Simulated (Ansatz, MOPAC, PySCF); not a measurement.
Species: BNH₅ (charge 0, doublet). SMILES: [NH2+][BH3-]
Geometry: optimised at B3LYP-D3(BJ)/def2-TZVP (Ansatz, a quantum-chemistry and plane-wave program).

Quantity: enthalpy of formation at 298 K, in kcal/mol. Conventions: PM7 with its own dispersion and hydrogen-bond terms; 6-31G* and kin with 6d, 5d where marked; dispersion terms only where a functional's name holds one; frozen cores in correlated levels; LANL2DZ all-electron up to Ne; UHF or UKS for open shells; no spin-orbit coupling; non-relativistic. CBS(X,Y): correlation extrapolated as X^-3; Hartree-Fock from the larger set. The bracket is a focal-point correction in the basis named. Ab initio and DFT rows: single points at B3LYP-D3(BJ) geometries (Ansatz), with unscaled harmonic terms from B3LYP/6-31G* (Ansatz) at its own minima, enthalpies of formation by atomisation with measured atoms. Semi-empirical rows: MOPAC heats of formation at their own minima for 298 K.

Coupled cluster (Ansatz) is a level with limits of its own, used here on species with T1 under 0.025 (0.045 for open shells) and stable references: RI-MP2/CBS(aug-cc-pVTZ,aug-cc-pVQZ)+[CCSD(T)-MP2]/aug-cc-pVTZ.

Value to compare with, RI-MP2/CBS(aug-cc-pVTZ,aug-cc-pVQZ)+[CCSD(T)-MP2]/aug-cc-pVTZ (Ansatz): 31.0 kcal/mol.

```tsv
level	program	enthalpy of formation at 298 K (kcal/mol)	difference
PM7	MOPAC	-18.7	-49.7
HF/LANL2DZ	Ansatz	197.9	166.9
PBE/6-31G*	Ansatz	15.3	-15.7
PBE/def2-SVP	Ansatz	12.7	-18.3
B3LYP/6-31G*	Ansatz	22.5	-8.5
MP2/STO-3G	Ansatz	28.0	-3.0
M06-2X/def2-TZVPD	PySCF	28.1	-2.9
```

Among the 6 habitual levels, HF/LANL2DZ lies farthest from RI-MP2/CBS(aug-cc-pVTZ,aug-cc-pVQZ)+[CCSD(T)-MP2]/aug-cc-pVTZ (Ansatz) (166.9 kcal/mol) and MP2/STO-3G nearest (-3.0); 1 of 6 lie above it, and their mean absolute difference is 43.7 kcal/mol, the median 17.0. One case shows no general order.

The levels are drawn from those run, B3LYP/6-31G* more often than the rest, none by its result; left out are runs that failed, that the program found above a lower state of the same kind, or whose <S^2> lies over 0.5 above the pure value.
